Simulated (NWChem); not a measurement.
System: CH3F2OSb; SMILES C[O][Sb]([F])[F]

```xyz
8

Sb     0.3258     0.4971     0.0000
F     -1.0075     0.4599    -1.3970
F     -1.0075     0.4599     1.3970
O      0.6843    -1.4200     0.0000
C     -0.3490    -2.3831     0.0000
H      0.1192    -3.3792     0.0000
H     -0.9887    -2.2947    -0.8942
H     -0.9887    -2.2947     0.8942
```
Atoms are numbered in this order, from 1.

Computed with NWChem. The geometry was optimised at PBE0/def2-SVP (def2 core potentials past Kr).

Problem. Estimate the computed values for PBE0/STO-3G (all-electron, non-relativistic). Quantities: highest occupied level (eV); orbital gap (eV); dipole (D).

Solution. 
| Quantity | Value |
|---|---|
| highest occupied level (eV) | -4.23 |
| orbital gap (eV) | 7.89 |
| dipole (D) | 0.30 |
